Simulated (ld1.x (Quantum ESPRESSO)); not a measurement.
Configuration tests for rubidium (Rb) (TM)

* Element: rubidium (Rb)
* Generator: ld1.x (Quantum ESPRESSO) 7.5
* Type: norm-conserving Troullier–Martins (Kleinman–Bylander form)
* Functional: PBE
* Relativity: scalar-relativistic
* Frozen core: [Ar] 3d10
* Valence charge: 9
* Reference configuration: 4s2 4p6 5s0.75 5p0.25
* Partial waves: 4s (bound): rc 1.75 bohr; 4p (bound): rc 2.65 bohr; 4d channel at 0.35 Ry: rc 3.00 bohr
* Local potential: all-electron potential smoothed inside 1.65 bohr (lloc = -1)
* Core correction: a·sin(br)/r model core inside 1.30 bohr

Occupied shells without a wave of their own: 5p, 5s. They enter only through the test configuration that unscreens the potential, and ld1.x also counts them in the model core charge.

Energies are relative to the spin-unpolarised reference configuration 4s2 4p6 5s0.75 5p0.25; without spin polarisation the order of configurations can differ from experiment.

ld1.x takes every shell without a wave as core, so the model core holds the 5p, 5s electrons as well and exchange and correlation see them twice. This cancels in the reference configuration, but the file is broken for other ones, and its errors say nothing about a proper core correction.

```tsv
valence configuration	charge	ΔE all-electron (eV)	error AE − PS (meV)
4s2 4p6 5s1 5p0	0	-0.373	+8.7
4s2 4p6 5s0 5p0	+1	3.781	-208
4s2 4p6 5s0.5 5p0	+0.5	1.206	-58
4s1 4p6 5s1 5p0	+1	37.362	+60
4s2 4p5 5s1 5p0	+1	20.767	+24
4s2 4p6 5s0 5p1	0	1.148	-59
```
